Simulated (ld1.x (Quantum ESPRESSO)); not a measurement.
Cl (Z = 17): one change to a TM potential, before and after

ld1.x (Quantum ESPRESSO) 7.5 input, shortened:

```
&input
   title='Cl', zed=17., rel=1, dft='PBE', iswitch=3,
   config='[Ne] 3s2 3p3 3d-2'
 /
 &inputp
   pseudotype=2, tm=.true., lloc=0,
   nlcc=.true., new_core_ps=.true., rcore=1.00
 /
3
3P  2  1   3.00   0.00  1.10  1.10  0.0
3D  3  2  -2.00   0.45  1.20  1.20  0.0
3S  1  0   2.00   0.00  1.35  1.35  0.0
 &test
   configts(1)='3s2 3p3'
 /
```

All-electron outer shells of the reference configuration (PBE, scalar-relativistic, ld1.x):

```
shell  level (eV)  outermost node (bohr)  outermost maximum (bohr)
   3s      -44.92                   0.55                      1.24
   3p      -31.68                   0.53                      1.36
```

Change: all radii but the core radius scaled by about 1.12 (s 1.52, p 1.24, d 1.34 bohr).

Cutoffs: the cutoffs (Ry, on a coarse ladder) from which the occupation-weighted sum of valence levels, in a spherical-Bessel basis at the reference potential, stays within 10 and 1 mRy of its value at 400 Ry; they do not see the model core or the augmentation charge, which bear on the density cutoff. Errors are all-electron minus pseudo energies relative to the spin-unpolarised reference configuration.

Problem. What does the change do?

Solution. The potential gets softer (80 Ry and 160 Ry → 50 Ry and 80 Ry); of the 7 tests that both files solve, the error grows in 7 and shrinks in 0 by more than 15 % and 0.3 meV (median size 26.5 → 34.4 meV); neither file shows a bound ghost. A larger radius leaves more room for a smooth pseudo-wave, so fewer plane waves are needed. More of the atom is replaced by a form fitted at one configuration, so other configurations suffer.

```csv
quantity,base,changed
"cutoff, loose",80 Ry,50 Ry
"cutoff, tight",160 Ry,80 Ry
loose cutoff by channel (10 mRy a level),"p 70 Ry, s 30 Ry","p 15 Ry, s 25 Ry"
bound ghosts,none,none
"error for 3s2 3p5, meV [ΔE -39.32 eV]",+32,+40
"error for 3s2 3p4, meV [ΔE -25.45 eV]",+12,+15
"error for 3s2 3p2, meV [ΔE 38.31 eV]",+16,+21
"error for 3s2 3p5.3, meV [ΔE -41.46 eV]",+37,+46
"error for 3s2 3p1, meV [ΔE 90.55 eV]",+82,+110
"error for 3s2 3p4.5, meV [ΔE -33.74 eV]",+22,+28
"error for 3s1 3p6, meV [ΔE -27.17 eV]",+27,+34
```
